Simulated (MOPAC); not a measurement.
Job for MOPAC: PM7 on CF (SMILES [C]F), 2S+1 = 4, a spin state set in the input, which need not be the lowest.

```
PM7 1SCF PRECISE CHARGE=0 UHF MS=1.5 THREADS=1
CF

C     -0.00000000 1    -0.00000000 1    -0.79647408 1
F      0.00000000 1     0.00000000 1     0.53098272 1
```

It printed:

```
*******************************************************************************
 **                                                                           **
 **                              MOPAC v23.2.5                                **
 **                                                                           **
 *******************************************************************************
 ** MOPAC's Digital Object Identifier: https://doi.org/10.5281/zenodo.6511958 **
 **                                                                           **
 ** Please cite the open-source release paper for use of this MOPAC version:  **
 ** J. E. Moussa and J. J. P. Stewart (2026)                                  **
 ** MOPAC: An open-source semiempirical molecular orbital program             **
 ** J. Open Source Softw., 11(119), 8025, https://doi.org/10.21105/joss.08025 **
 *******************************************************************************

                              PM7 CALCULATION RESULTS

 *******************************************************************************
 *  PM7        - The PM7 Hamiltonian to be used
 *  UHF        - UNRESTRICTED HARTREE-FOCK CALCULATION
 *
 *
 *
 *                 CHARGE ON SYSTEM = 0
 *
 *
 *
 *  MS=        - IN MECI, MAGNETIC COMPONENT OF SPIN =  1.5
 *  PRECISE    - TIGHTER CRITERIA TO BE USED
 *  1SCF       - DO 1 SCF AND THEN STOP
 *  THREADS=1  - MULTI-THREADING NOT USED
 *  T=         - A TIME OF 172800.0 SECONDS REQUESTED
 *  DUMP=N     - RESTART FILE WRITTEN EVERY 7200.0 SECONDS REQUESTED
 *******************************************************************************
PM7 1SCF PRECISE CHARGE=0 UHF MS=1.5 THREADS=1
 CF

   ATOM   CHEMICAL          X               Y               Z
  NUMBER   SYMBOL      (ANGSTROMS)     (ANGSTROMS)     (ANGSTROMS)

     1       C         -0.00000000  *  -0.00000000  *  -0.79647408  *
     2       F          0.00000000  *   0.00000000  *   0.53098272  *



          CARTESIAN COORDINATES

    NO.       ATOM           X           Y           Z

     1         C         -0.0000     -0.0000     -0.7965
     2         F          0.0000      0.0000      0.5310

 General Reference for PM7:
 "Optimization of Parameters for Semiempirical Methods VI: More Modifications to the
 NDDO Approximations and Re-optimization of Parameters", J. J. P. Stewart, J. Mol. Mod., 1:32, 19 (2013)
 https://link.springer.com/article/10.1007/s00894-012-1667-x

           Empirical Formula: C F  =     2 atoms



      MOLECULAR POINT GROUP   :   C*v


          UHF CALCULATION, NO. OF ALPHA ELECTRONS =    7
                           NO. OF BETA  ELECTRONS =    4

 -------------------------------------------------------------------------------
 PM7 1SCF PRECISE CHARGE=0 UHF MS=1.5 THREADS=1
 CF



     1SCF WAS SPECIFIED, SO BFGS WAS NOT USED
     SCF FIELD WAS ACHIEVED


                              PM7 CALCULATION
                                                       MOPAC v23.2.5 Linux




          FINAL HEAT OF FORMATION =        122.01363 KCAL/MOL =     510.50503 KJ/MOL


          COSMO AREA              =         59.70 SQUARE ANGSTROMS
          COSMO VOLUME            =         41.98 CUBIC ANGSTROMS

          IONIZATION POTENTIAL    =         10.234039 EV
          ALPHA SOMO LUMO (EV)    =        -10.234  2.732
          BETA  SOMO LUMO (EV)    =        -17.165 -2.600
          NO. OF ALPHA ELECTRONS  =          7
          NO. OF BETA  ELECTRONS  =          4
          MOLECULAR WEIGHT        =         31.0094         POINT GROUP:  C*v

          MOLECULAR DIMENSIONS (Angstroms)

            Atom       Atom       Distance
            F     2    C     1     1.32746
            F     2    C     1     0.00000
            C     1    F     2     0.00000


          SCF CALCULATIONS        =          1





   ATOM   CHEMICAL          X               Y               Z
  NUMBER   SYMBOL      (ANGSTROMS)     (ANGSTROMS)     (ANGSTROMS)

     1       C         -0.00000000  *  -0.00000000  *  -0.79647408  *
     2       F          0.00000000  *   0.00000000  *   0.53098272  *

                             CARTESIAN COORDINATES

   1    C       -0.000000000    -0.000000000    -0.796474080
   2    F        0.000000000     0.000000000     0.530982720


           Empirical Formula: C F  =     2 atoms



      MOLECULAR POINT GROUP   :   C*v


          ALPHA EIGENVALUES
 -42.40280 -20.64282 -17.24087 -17.24087 -14.79503 -10.23404 -10.23404   2.73245


           BETA EIGENVALUES
 -41.95772 -19.15920 -17.16534 -17.16534  -2.59972   1.06525   1.06525   3.71201


              NET ATOMIC CHARGES AND DIPOLE CONTRIBUTIONS

  ATOM NO.   TYPE          CHARGE      No. of ELECS.   s-Pop       p-Pop
    1          C           0.049809        3.9502     1.24852     2.70167
    2          F          -0.049809        7.0498     1.96752     5.08229
 DIPOLE           X         Y         Z       TOTAL
 POINT-CHG.     0.000     0.000    -0.318     0.318
 HYBRID         0.000     0.000    -0.199     0.199
 SUM            0.000     0.000    -0.516     0.516


          ATOMIC ORBITAL ELECTRON POPULATIONS

     Atom    s        px        py        pz
    1  C   1.24852   1.03737   1.03737   0.62693
    2  F   1.96752   1.96263   1.96263   1.15702


                    (SZ)    =    1.500000
                    (S**2)  =    3.750265


          ATOMIC ORBITAL SPIN POPULATIONS

    Atom   Total    s     px     py     pz
         Atomic
    1  C  2.8416  0.584  0.963  0.963  0.333
    2  F  0.1584  0.000  0.037  0.037  0.084

 **********************
 *                    *
 * JOB ENDED NORMALLY *
 *                    *
 **********************




 == MOPAC DONE ==
```

The run finished.

Cost: about 0.020 core-seconds (a rough figure).
